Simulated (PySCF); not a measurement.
## Orbital energies, ionisation energy and electron affinity

Compound: AsP3SOO nortricyclane, AsO2P3S.
Cartesian coordinates in Å at the PBE0-D3(BJ)/def2-SVP level; atoms count from 1:
```xyz
7
AsO2P3S angstrom
As    -0.110   -1.653    0.183
S     -1.962   -0.402   -0.135
P     -0.993    1.462   -0.283
P      0.979    0.800   -1.184
O      0.813   -0.855   -1.148
P      0.778    1.082    1.080
O      0.587   -0.536    1.418
```

Level: wB97X-D/def2-SVPD (PySCF). Frontier orbitals with their largest atomic shares (Löwdin; up to four atoms above 4 %):

```csv
orbital,ε (eV),main atoms
HOMO−3,-10.42,"S2 56 %, P3 16 %, O5 8 %, O7 8 %"
HOMO−2,-9.91,"As1 24 %, P3 22 %, P4 16 %, P6 16 %"
HOMO−1,-9.03,"P4 28 %, P6 28 %, P3 19 %, O5 9 %"
HOMO,-8.78,?
LUMO,-0.28,"P3 25 %, P6 20 %, P4 20 %, S2 19 %"
LUMO+1,0.41,"As1 44 %, S2 20 %, P3 13 %, O7 8 %"
LUMO+2,0.44,"As1 47 %, O5 12 %, O7 12 %, S2 11 %"
```

Q: What vertical ionisation energy does ΔSCF give, and how far is −ε(HOMO) from it?

A: ΔSCF: 8.93 eV (862 kJ/mol; threshold wavelength 139 nm); ⟨S²⟩ of the doublet left behind is 0.760, against 0.75 for a pure doublet. −ε(HOMO) is 8.78 eV, 0.15 eV below it. For the exact functional −ε(HOMO) would equal the first vertical ionisation energy; wB97X-D (range-separated hybrid) comes within 0.15 eV of that here.

Q: On which atoms does the HOMO lie?

A: P3 (phosphorus bonded to 2 P and S) 25 %, S2 (sulfur bonded to As and P) 23 %, P6 (phosphorus bonded to O and 2 P) 20 %, P4 (phosphorus bonded to O and 2 P) 20 %, so no atom holds as much as 40 %. The HOMO−1 lies 0.25 eV lower.

Q: And the vertical electron affinity, the fundamental gap, Mulliken's electronegativity and the hardness (with the factor ½)?

A: EA = 0.25 eV by ΔSCF (−ε(LUMO) = 0.28 eV). IE − EA = 8.68 eV against an orbital gap of 8.50 eV; (IE + EA)/2 = 4.59 eV; (IE − EA)/2 = 4.34 eV.

Q: Shift the occupied levels rigidly so that −ε(HOMO) equals the ΔSCF value. What binding energies result?

A: The shift is +0.15 eV: HOMO 8.93, HOMO−1 9.18, HOMO−2 10.06, HOMO−3 10.57 eV. A rigid shift is only a rough guide to the deeper ionisations.

Q: How many of the 10 lowest singlet excitations (vertical TDDFT, same level) lie below the ionisation energy?

A: All 10; they run from 3.85 to 5.48 eV.

Q: The lowest singlet excitation (vertical TDDFT, same level) lies at 3.85 eV. How far is it below IE − EA?

A: IE − EA = 8.68 eV, so by 4.83 eV.

Isolated species at its PBE0-D3(BJ)/def2-SVP geometry (one conformer only). The calculation is non-relativistic, for arsenic too.

These values come from a run that also computed excited states and ΔSCF ions. On one thread, Arm Neoverse V1 (aarch64), shared host with 64 logical CPUs at a one-minute load of 37, this took 2.8 min (with the writing of density and orbital grids) and 0.97 GiB of memory at its peak.
